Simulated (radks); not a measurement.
The numbers below are computed, except where a source is named.
Excited configurations of Nb I: one electron is placed in a higher orbital outside [Kr] 4d4. The ground configuration is [Kr] 4d4 5s1. Code: a radial shooting solver on a logarithmic mesh with Libxc functionals. Model: scalar-relativistic Kohn-Sham, PBE, spin-polarised, spherical densities, finite nucleus; open shells are filled with parallel spins first (spin-orbit coupling, left out, can overturn this in heavy ions); Fermi nuclear charge, rms radius 4.324 fm. Excitation = E - E(ground); binding = E(ion) - E, where the ion is the core of charge +1; n* = 1/sqrt(2 binding) in atomic units, and the quantum defect is n - n*.

outer orbital  excitation (eV)  binding (eV)     n*  quantum defect  eigenvalue (eV)
5d                       5.535         1.628  2.891           2.109           -0.799
5f                       6.481         0.682  4.467           0.533           -0.405
6p                       5.381         1.782  2.763           3.237           -1.068

The Delta-SCF ionisation energy is 7.163 eV (NIST Atomic Spectra Database: 6.759 eV, measured). Self-interaction in the functional shifts the binding energies and quantum defects, so they are the method's values and not measured ones. Open shells are spherical and high-spin; term and fine-structure splittings are not resolved.
